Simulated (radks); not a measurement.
Q: These are the eigenvalues of the occupied orbitals of an atom or ion with whole-number occupations (hartree). Calculated with a radial shooting solver on a logarithmic mesh with Libxc functionals: Dirac Kohn-Sham, exchange-only PBE, spin-unpolarised, spherical densities, finite nucleus; Fermi nuclear charge, rms radius of each element as measured or else 0.836 A^(1/3) + 0.57 fm.

| orbital | eigenvalue |
|---|---|
| 1s1/2 | -1424.178 |
| 2s1/2 | -227.7645 |
| 2p1/2 | -214.8971 |
| 2p3/2 | -199.7131 |
| 3s1/2 | -49.76366 |
| 3p1/2 | -44.33702 |
| 3p3/2 | -41.37773 |
| 3d3/2 | -31.86908 |
| 3d5/2 | -31.23582 |
| 4s1/2 | -11.10460 |
| 4p1/2 | -9.10712 |
| 4p3/2 | -8.47612 |
| 4d3/2 | -5.19984 |
| 4d5/2 | -5.09007 |
| 5s1/2 | -2.68527 |
| 5p1/2 | -2.11715 |
| 5p3/2 | -2.01334 |

Which element is it, and in what charge state? The configuration may be excited. Open shells, if any, fill j = l - 1/2 first.

A: Z = 57, lanthanum, charge +4: La4+ in [Kr] 4d10 5s2 5p5. The list shows which subshells hold electrons but not how many an open one holds; the 1s level, -1424.2 hartree, gives Z - s = 53.4 by -(Z - s)^2/2, which with screening and relativity narrows Z to a few neighbours, and the depths of the outer levels then fix element, charge and occupations together.
